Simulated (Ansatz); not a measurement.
This geometry of Al$_{2}$F$_{2}$H$_{4}$O$_{2}$ (10 atoms, charge 0, multiplicity 1) is a first-order saddle point.

Computed with RHF/def2-SVP in Ansatz.

```xyz
10
Properties=species:S:1:pos:R:3
Al -0.202 0.563 0.133
O -0.298 -0.748 1.395
H -0.980 -1.340 1.667
F 0.967 0.367 -1.014
F -1.685 1.060 -0.397
O 0.371 1.373 1.654
Al 1.059 2.737 2.441
H 1.333 2.605 3.981
H 1.349 4.009 1.572
H 0.064 0.249 1.983
```

Which two structures does it join? (They come from a converged band through this point; their orientation in space is the band's.)

Bonds broken: F4–Al7, O6–H10. Bonds formed: O2–H10.

Initial state:

```xyz
10
Properties=species:S:1:pos:R:3
Al -0.329 0.382 0.685
O -0.379 -1.161 1.337
H -0.595 -2.001 0.974
F 1.329 1.077 0.562
F -1.160 0.756 -0.692
O -0.449 1.689 1.950
Al 1.273 2.416 1.830
H 2.154 2.033 3.073
H 1.280 3.822 1.133
H -1.147 1.861 2.564
```

Final state:

```xyz
10
Properties=species:S:1:pos:R:3
Al 0.042 0.572 0.299
O -0.572 -0.778 1.575
H -1.433 -1.147 1.411
F 1.180 -0.233 -0.595
F -1.436 0.731 -0.449
O 0.557 1.768 1.374
Al 1.187 3.105 2.175
H 1.272 3.044 3.752
H 1.668 4.374 1.375
H -0.489 -0.565 2.497
```

How far does it lie above each of them?

1.87 eV above the first and 0.90 eV above the second. This is the barrier of this one path; another mechanism may lie lower. The orbitals stay closed-shell, which can raise the energy where a bond breaks towards radicals; this wasn't checked here.

The run took 2.8 min on 2 threads of Arm Neoverse V1 (shared host), peak memory 0.23 GiB.
